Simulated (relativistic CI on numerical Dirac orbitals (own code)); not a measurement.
Level scheme of Hf XXIII

Calculated at this level of theory: Dirac-Coulomb-Breit CI, KLI orbitals optimised for each configuration, a model potential for QED, unscaled Slater integrals (own radial code, finite nucleus).

Configuration list (outside the closed core [Ar] 3d10): 4s²4p⁶4d¹⁰4f⁴, 4s²4p⁶4d¹⁰4f³5s, 4s²4p⁶4d¹⁰4f²5s², 4s²4p⁶4d¹⁰4f³5p, 4s²4p⁶4d⁹4f⁵, 4s²4p⁶4d¹⁰4f²5s5p, 4s²4p⁶4d¹⁰4f²5p², 4s²4p⁶4d¹⁰4f³5d, 4s²4p⁶4d¹⁰4f²5s5d, 4s²4p⁵4d¹⁰4f⁵, 4s²4p⁶4d¹⁰4f²5p5d, 4s²4p⁶4d⁹4f³5s², 4s²4p⁶4d⁹4f⁴5s, 4s²4p⁶4d¹⁰4f³5f, 4s²4p⁶4d¹⁰4f²5d², 4s²4p⁶4d¹⁰4f³6s, 4s4p⁶4d¹⁰4f⁵, 4s²4p⁶4d¹⁰4f³5g, 4s²4p⁶4d¹⁰4f³6d. Levels of other configurations are missing.

| No. | Configuration | Term | J | E (cm⁻¹) | % | jj configuration (%) |
| --- | --- | --- | --- | --- | --- | --- |
| 41 | 4s²4p⁶4d¹⁰4f⁴ | ³M | 10 | 92902.5 | 92 | 4f5/2^2 4f7/2^2 (57) |
| 42 | 4s²4p⁶4d¹⁰4f⁴ | ⁵D | 2 | 93079.2 | 55 | 4f5/2^2 4f7/2^2 (44) |
| 43 | 4s²4p⁶4d¹⁰4f⁴ | ³D | 1 | 95000.7 | 53 | 4f5/2 4f7/2^3 (91) |
| 44 | 4s²4p⁶4d¹⁰4f⁴ | ³F | 3 | 95426.3 | 54 | 4f5/2 4f7/2^3 (70) |
| 45 | 4s²4p⁶4d¹⁰4f⁴ | ³L | 9 | 95790.9 | 53 | 4f5/2 4f7/2^3 (94) |
| 46 | 4s²4p⁶4d¹⁰4f⁴ | ³F | 4 | 96327.3 | 33 | 4f5/2^3 4f7/2 (73) |
| 47 | 4s²4p⁶4d¹⁰4f⁴ | ³G | 5 | 96455.9 | 52 | 4f5/2 4f7/2^3 (55) |
| 48 | 4s²4p⁶4d¹⁰4f⁴ | ⁵D | 2 | 97179.6 | 38 | 4f5/2 4f7/2^3 (52) |
| 49 | 4s²4p⁶4d¹⁰4f⁴ | ⁵D | 3 | 100356.4 | 58 | 4f5/2^2 4f7/2^2 (46) |
| 50 | 4s²4p⁶4d¹⁰4f⁴ | ³F | 3 | 103996.2 | 70 | 4f5/2 4f7/2^3 (59) |
| 51 | 4s²4p⁶4d¹⁰4f⁴ | ⁵D | 4 | 104019.4 | 37 | 4f5/2^2 4f7/2^2 (68) |
| 52 | 4s²4p⁶4d¹⁰4f⁴ | ¹I | 6 | 104543.0 | 43 | 4f5/2^2 4f7/2^2 (44) |
| 53 | 4s²4p⁶4d¹⁰4f⁴ | ¹L | 8 | 105839.6 | 43 | 4f7/2^4 (61) |
| 54 | 4s²4p⁶4d¹⁰4f⁴ | ³H | 5 | 109389.7 | 76 | 4f5/2^2 4f7/2^2 (78) |
| 55 | 4s²4p⁶4d¹⁰4f⁴ | ¹G | 4 | 110068.7 | 50 | 4f5/2 4f7/2^3 (54) |
| 56 | 4s²4p⁶4d¹⁰4f⁴ | ³G | 5 | 114728.7 | 44 | 4f5/2 4f7/2^3 (35) |
| 57 | 4s²4p⁶4d¹⁰4f⁴ | ¹K | 7 | 116289.6 | 73 | 4f5/2 4f7/2^3 (78) |
| 58 | 4s²4p⁶4d¹⁰4f⁴ | ¹D | 2 | 117012.0 | 56 | 4f5/2 4f7/2^3 (46) |
| 59 | 4s²4p⁶4d¹⁰4f⁴ | ³F | 4 | 117753.5 | 52 | 4f5/2^2 4f7/2^2 (47) |
| 60 | 4s²4p⁶4d¹⁰4f⁴ | ³G | 3 | 118767.1 | 70 | 4f5/2^2 4f7/2^2 (63) |
| 61 | 4s²4p⁶4d¹⁰4f⁴ | ³K | 6 | 120919.2 | 46 | 4f5/2^2 4f7/2^2 (44) |
| 62 | 4s²4p⁶4d¹⁰4f⁴ | ¹I | 6 | 122347.5 | 37 | 4f5/2 4f7/2^3 (47) |
| 63 | 4s²4p⁶4d¹⁰4f⁴ | ³H | 4 | 122693.3 | 42 | 4f5/2 4f7/2^3 (42) |
| 64 | 4s²4p⁶4d¹⁰4f⁴ | ¹D | 2 | 124658.1 | 52 | 4f7/2^4 (35) |
| 65 | 4s²4p⁶4d¹⁰4f⁴ | ³H | 4 | 125641.8 | 51 | 4f5/2^2 4f7/2^2 (51) |
| 66 | 4s²4p⁶4d¹⁰4f⁴ | ¹N | 10 | 127833.1 | 92 | 4f5/2 4f7/2^3 (57) |
| 67 | 4s²4p⁶4d¹⁰4f⁴ | ³K | 8 | 128187.7 | 62 | 4f5/2^2 4f7/2^2 (93) |
| 68 | 4s²4p⁶4d¹⁰4f⁴ | ³F | 2 | 129117.9 | 74 | 4f5/2^2 4f7/2^2 (37) |
| 69 | 4s²4p⁶4d¹⁰4f⁴ | ³K | 7 | 129450.9 | 82 | 4f5/2^2 4f7/2^2 (87) |
| 70 | 4s²4p⁶4d¹⁰4f⁴ | ³H | 5 | 130573.1 | 45 | 4f5/2^2 4f7/2^2 (60) |

Energies count from the lowest computed level. Filled j subshells are mostly left out of the jj labels.

The mean weight of the leading LS term, summed over parents, in these 30 levels is 56 %, and that of the leading jj configuration (from the same eigenvectors) 59 %.

At this charge energies of transitions that change n are usually good to better than 1 %, and those within a shell (Δn = 0) to a few per cent. Terms inside the open d or f shell come out 10 to 20 % too wide with unscaled integrals.

LS names give the leading component of a level, which can be under half, so a name can repeat, a term be missing and a line seem to break the LS rules.
